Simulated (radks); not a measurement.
Results of a calculation; reference values are marked as such.
Q: The mean radii <r> (bohr) of the occupied orbitals of an atom or ion are listed with their occupations. Code: a radial shooting solver on a logarithmic mesh with Libxc functionals. Model: scalar-relativistic Kohn-Sham, PBEsol, spin-polarised, spherical densities, finite nucleus; Fermi nuclear charge, rms radius of each element as measured or else 0.836 A^(1/3) + 0.57 fm.

orbital  occ.      <r>
1s down     1  0.01804
1s up       1  0.01804
2s up       1  0.07625
2s down     1  0.07624
2p up       3  0.06835
2p down     3  0.06835
3s up       1   0.1975
3s down     1   0.1975
3p up       3   0.1979
3p down     3   0.1979
3d up       5   0.1793
3d down     5   0.1793
4s up       1   0.4407
4s down     1   0.4407
4p up       3   0.4687
4p down     3   0.4687
4d up       5   0.5002
4d down     5   0.5000
5s up       1    1.036
5s down     1    1.028
5p up       3    1.201
5p down     3    1.190
4f up       7   0.5816
4f down     7   0.5775
5d up       4    1.669

Name the element and its charge. Open shells, if any, are filled with parallel spins first.

A: Z = 75, rhenium, charge +3: Re3+ in [Xe] 4f14 5d4. The 1s radius gives Z: for a bare nucleus <r> = (2 gamma + 1)/(2Z) with gamma = sqrt(1 - (Z/c)^2), 0.01783 bohr for Z = 75, and screening makes it slightly larger (0.01804 here). The occupations add up to 72, and the charge is Z minus that.
